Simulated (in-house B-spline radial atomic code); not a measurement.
A fraction x of an electron is removed from 5s in I5+, starting from [Kr] 4d10 5s2 and keeping the highest spin. Computed with a radial B-spline atomic code at the basis-set limit: scalar-relativistic (X2C) BLYP, spin-polarised, spherical fractional occupations, Fermi nucleus of rms radius 4.75 fm.

| x | E(x) - E(0) (eV) | 5s down level (eV) |
| --- | --- | --- |
| 0 | 0.0000 | -69.094 |
| 0.07 | 4.8660 | -69.935 |
| 0.21 | 14.7746 | -71.618 |
| 0.27 | 19.0934 | -72.341 |
| 0.43 | 30.8224 | -74.273 |
| 0.5 | 36.0512 | -75.121 |
| 0.53 | 38.3103 | -75.485 |
| 0.72 | 52.8728 | -77.810 |
| 0.85 | 63.0930 | -79.430 |
| 0.99 | 74.3379 | -81.223 |
| 1 | 75.1508 | - |

The exact functional would give a straight line between the two integer points. Deviations E(x) - E(0) - x[E(1) - E(0)], in eV: -0.395 at x = 0.07, -1.007 at x = 0.21, -1.197 at x = 0.27, -1.492 at x = 0.43, -1.524 at x = 0.5, -1.52 at x = 0.53, -1.236 at x = 0.72, -0.785 at x = 0.85, -0.061 at x = 0.99.

The curve lies below the straight line by up to 1.524 eV (at x = 0.5): convex, the delocalisation error that favours fractional charges.

Task: How well does Slater's transition state (minus the level at half occupation) give the ionisation energy?

Result: It gives 75.121 eV against 75.151 eV from the two total energies; NIST lists 74.40 eV, ground level to ground level.
